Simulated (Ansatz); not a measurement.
One geometry of the cluster Sr₄Te₄, several levels of theory.

```yaml
crystal:
  periodic: [false, false, false]
  atoms:
    - {symbol: Sr, position_ang: [3.708538, -0.253630, -0.024519]}
    - {symbol: Sr, position_ang: [-0.255817, -3.587006, 0.131870]}
    - {symbol: Sr, position_ang: [0.253546, 3.570125, -0.125245]}
    - {symbol: Sr, position_ang: [-3.706068, 0.257835, 0.017282]}
    - {symbol: Te, position_ang: [-2.756661, 3.139226, -0.119392]}
    - {symbol: Te, position_ang: [-3.169960, -2.729144, 0.152426]}
    - {symbol: Te, position_ang: [3.176387, 2.736620, -0.090682]}
    - {symbol: Te, position_ang: [2.750026, -3.134035, 0.058249]}
basis:
  gaussian: {orbitals: def2-TZVP, initial_orbitals: start.molden}
hamiltonian: {xc: pbe0, dispersion: d4}
scf: {omitted_lower_state_checks: [starts]}
output: {orbitals: {seedname: orbitals}}
```

The file start.molden holds the orbitals of an earlier run on this structure, at another level or in another basis.

```sh
$ ansatz run in.yaml --threads 4 --pin off --events-out ev --progress --plain --max-ram 4787MiB
```

It prints (some lines left out):

```
Functional definition: PBE0
3040 factors; their error is unknown
mean field evaluation 1: about -32507.1644 eV, gradient 1.6e2 eV
mean field evaluation 2: about -32522.4514 eV, gradient 1.9e1 eV
mean field evaluation 4: about -32528.4099 eV, gradient 2.4e0 eV
mean field evaluation 8: about -32529.0955 eV, gradient 4.4e-3 eV
mean field -32529.09550038 eV, -1195.4222106263 hartree, gradient 1.6e-5 eV, S^2 0.000000; 0 other end points of the search recorded, 0 dependent functions left out
reference -32529.09555246 eV, -1195.4222125401 hartree; 68, 68 occupied and 264, 264 virtual orbitals, 3040 factors
Total energy: -32529.40916262 eV, -1195.4337375009 hartree
Checks for a lower state left out: starts
```

Hardware: 4 threads of Arm Neoverse V1 on a shared host. Wall time 34 s, peak host memory 2 GiB.

First input, but with `hamiltonian: {xc: lda}` (abridged; 8.5 s):

```
Functional definition: SPW92
mean field -32475.25760777 eV, -1193.4437045654 hartree, gradient 8.6e-6 eV, S^2 0.000000
Total energy: -32475.25767377 eV, -1193.4437069908 hartree
Checks for a lower state left out: starts
```

The first input with `hamiltonian: {xc: pbe, dispersion: d4}`, `output: {forces: true, orbitals: {seedname: orbitals}}` (abridged; 15 s):

```
Functional definition: PBE
mean field -32527.31952154 eV, -1195.3569446075 hartree, gradient 8.6e-5 eV, S^2 0.000000
Total energy: -32527.66509840 eV, -1195.3696443229 hartree
Atom 0 force    -0.005241     0.002506     0.000181 eV/Å
Atom 1 force     0.012487     0.000622    -0.000176 eV/Å
Atom 2 force    -0.005322     0.003510    -0.000038 eV/Å
Atom 3 force     0.003917    -0.002399     0.000144 eV/Å
Atom 4 force     0.034132    -0.040649     0.001499 eV/Å
Atom 5 force     0.029658     0.038628    -0.001995 eV/Å
Atom 6 force    -0.033722    -0.040837     0.001160 eV/Å
Atom 7 force    -0.035909     0.038619    -0.000774 eV/Å
Dipole moment:    -0.000508    -0.020716    -0.000874 e Å
Checks for a lower state left out: starts
```

First input, but with `correlation: {method: mp2}` and without the key `hamiltonian` (abridged; 33 s):

```
Functional definition: HF
mean field -32379.99543400 eV, -1189.9428842504 hartree, gradient 2.3e-6 eV, S^2 0.000000
16 core orbitals not correlated: weight in the atoms' cores, before any rotation towards them, 1.000 or more for the frozen orbitals, at most 0.000 for the correlated occupied ones
second order -67.60071237 eV of doubles, -0.00000000 eV of singles
Total energy: -32447.59614637 eV, -1192.4271646086 hartree
Checks for a lower state left out: starts
```

The first input with `hamiltonian: {xc: {name: r2SCAN0}, dispersion: d4}` (abridged; 44 s):

```
Functional definition: r2SCAN0
mean field -32536.75662646 eV, -1195.7037518168 hartree, gradient 3.2e-6 eV, S^2 0.000000
Total energy: -32536.86890160 eV, -1195.7078778519 hartree
Checks for a lower state left out: starts
```

As the first input, with `hamiltonian: {xc: r2scan, dispersion: d4}` (abridged; 28 s):

```
Functional definition: r2SCAN
mean field -32541.61440097 eV, -1195.8822717373 hartree, gradient 2.4e-5 eV, S^2 0.000000
Total energy: -32541.69625723 eV, -1195.8852798991 hartree
Checks for a lower state left out: starts
```

Geometry: r2SCAN-D4/def2-SVP.

In the def2 sets Sr, Te take a core potential; there is no spin–orbit coupling. Correlated methods freeze 16 core orbitals; core or outer-core shells of Sr, Te are correlated, in sets that lack core-valence functions. The structure comes from a short search, and lower isomers may exist.
